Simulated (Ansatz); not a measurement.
```yaml
crystal:
  periodic: [false, false, false]
  atoms:
    - {symbol: F, position_ang: [-0.249197, -3.190785, 1.087609]}
    - {symbol: B, position_ang: [2.232302, -1.456838, 1.448559]}
    - {symbol: O, position_ang: [2.099002, 1.224572, 0.395561]}
    - {symbol: In, position_ang: [-2.003895, 1.780919, -1.476740]}
    - {symbol: H, position_ang: [4.254007, -2.587761, 2.690590]}
    - {symbol: H, position_ang: [-4.408613, 3.252986, 0.987752]}
    - {symbol: H, position_ang: [-1.923606, 0.976907, -5.133331]}
basis:
  gaussian: {orbitals: x2c-TZVPPall}
hamiltonian: {xc: {name: B2GP-PLYP}}
scf: {lower_state_search: off}
output: {forces: true}
```

```sh
$ ansatz run in.yaml --threads 2 --pin off --events-out ev --progress --plain --max-ram 4352MiB
```

It prints (some lines left out):

```
Functional definition: B2GP-PLYP
1390 factors; integrals over basis functions are off by at most 1.3e-3 eV
mean field evaluation 1: about -165421.4928 eV, gradient 9.1e1 eV
mean field evaluation 2: about -165421.5092 eV, gradient 9.1e1 eV
mean field evaluation 4: about -165344.0326 eV, gradient 1.6e2 eV
mean field evaluation 8: about -165425.6516 eV, gradient 8.0e1 eV
mean field evaluation 16: about -165462.6585 eV, gradient 3.4e0 eV
mean field -165463.48346930 eV, -6080.6708623196 hartree, gradient 9.0e-6 eV, S^2 0.000000; 0 other end points of the search recorded, 0 dependent functions left out; unrestricted orbitals would lower it
21 core orbitals not correlated: weight in the atoms' cores, before any rotation towards them, 1.000 or more for the frozen orbitals, at most 0.000 for the correlated occupied ones
reference -165463.48367657 eV, -6080.6708699365 hartree; 16, 16 occupied and 158, 158 virtual orbitals, 1390 factors
second order -39.86138323 eV of doubles, -0.00000000 eV of singles
mean field evaluation 32: about -165463.4835 eV, gradient 9.0e-6 eV
Total energy: -165477.83377453 eV, -6081.1982263098 hartree
Relativity: scalar
Atom 0 at    -0.249197    -3.190785     1.087609 Å, force     0.233220     0.282262    -0.011897 eV/Å
Atom 1 at     2.232302    -1.456838     1.448559 Å, force     1.283759     0.482829     0.343502 eV/Å
Atom 2 at     2.099002     1.224572     0.395561 Å, force    -0.284916    -1.379055     0.395327 eV/Å
Atom 3 at    -2.003895     1.780919    -1.476740 Å, force     0.005345    -0.099260     0.050402 eV/Å
Atom 4 at     4.254007    -2.587761     2.690590 Å, force    -1.451031     0.700810    -0.850857 eV/Å
Atom 5 at    -4.408613     3.252986     0.987752 Å, force     0.012108     0.093246     0.270233 eV/Å
Atom 6 at    -1.923606     0.976907    -5.133331 Å, force     0.201515    -0.080833    -0.196711 eV/Å
Dipole moment:    -2.246556     2.142816    -1.700053 e Å
Checks for a lower state left out: starts, cluster_reference, orbital_swaps, neighbouring_geometries, increment
```

(1) What is wrong with this run?

Results:

(1) The geometry is stretched to more than twice its size. The run converged. The result belongs to that input, not to the molecule as meant.
